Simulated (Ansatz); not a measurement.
# Correcting a cheap level on O-containing molecules

The atomisation enthalpy at 298 K in kJ/mol of 6 O-containing molecules: x at revPBE/def2-TZVP, y from tabulated heats of molecules and atoms (Active Thermochemical Tables, CRC Handbook of Chemistry and Physics, NIST-JANAF tables). Shapes, held fixed at every level: PBE0-D4/def2-TZVP. Flexible molecules stand in one conformer, not always the lowest. Computed values hold a harmonic thermal term (B2PLYP/cc-pVTZ, PBE0-D4/def2-TZVP, PBE0/aug-cc-pVTZ) and the atoms' spin-orbit lowering. Programs: Ansatz 0.2.0.

| molecule | x (kJ/mol) | y (kJ/mol) |
| --- | --- | --- |
| NBrO (nitrosyl bromide) | 823 | 751 |
| S2O (Disulfur monoxide) | 877 | 860 |
| HNO2 (nitrous acid) | 1318 | ? |
| OCS (carbonyl sulfide) | 1421 | 1381 |
| CH4O (methanol) | 1991 | 2039 |
| CH3NO (formamide) | 2279 | 2286 |

Question: Fit y = c + s·x to the known rows and predict y for HNO2.

Answer: 
1. Means of the 5 rows: x = 1478.20, y = 1463.4.
2. Σ(Δx)² = 1698245, Σ(Δx·Δy) = 1788148, so the slope is 1788148/1698245 = 1.0529.
3. Intercept: 1463.4 − (1.0529) × 1478.20 = -93.0. The largest residual of the fit is 36.
4. HNO2: -93.0 + 1.0529 × 1318 = 1295 kJ/mol.

The tabulated heats give 1268 kJ/mol, so the prediction is off by +27 kJ/mol, within the largest residual. Uncorrected, revPBE/def2-TZVP misses HNO2 by +50 kJ/mol, and the other rows by 37 on average. The line removes about 45 % of this miss. Left out in turn, the other rows are missed by 45 kJ/mol on average, worse than no correction. The heats of NBrO (nitrosyl bromide) come from older tables and can be uncertain by 10 kJ/mol or more. Relativity is left out for Br.
